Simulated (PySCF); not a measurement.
Computed shifts of a molecule C3H10OSi2, PBE0/pcSseg-1 (PySCF), GIAO, gas phase, atoms alike by connectivity averaged where their shifts nearly agree, in ppm (number of nuclei): ¹³C: 59.4 (1), 3.2 (1), -6.6 (1). ²⁹Si: 27.8 (1), -32.7 (1). ¹H: 5.33 (1), 4.82 (1), 4.56 (1), 4.54 (1), 4.00 (1), 0.88 (3), 0.68 (1), 0.53 (1). References: ¹³C against TMS (σ = 186.3 ppm); ²⁹Si against TMS (σ = 352.7 ppm); ¹⁷O against H2O (σ = 334.2 ppm); ¹H against TMS (σ = 31.56 ppm), references at their B3LYP-D3(BJ)/def2-TZVP geometries, non-relativistic. Coordinates come from a PBE-D3(BJ)/def2-SVP optimisation. The values are those of a single conformer.

Problem. Which molecule gave these data?
A. [SiH3]C[C@@H]1CO[SiH2]1
B. C[SiH](C)[SiH2]C=O
C. C[C@H]1OC[Si@H]1[SiH3]
D. C[Si@@H]1C[SiH2]CO1

Solution. D, C[Si@@H]1C[SiH2]CO1
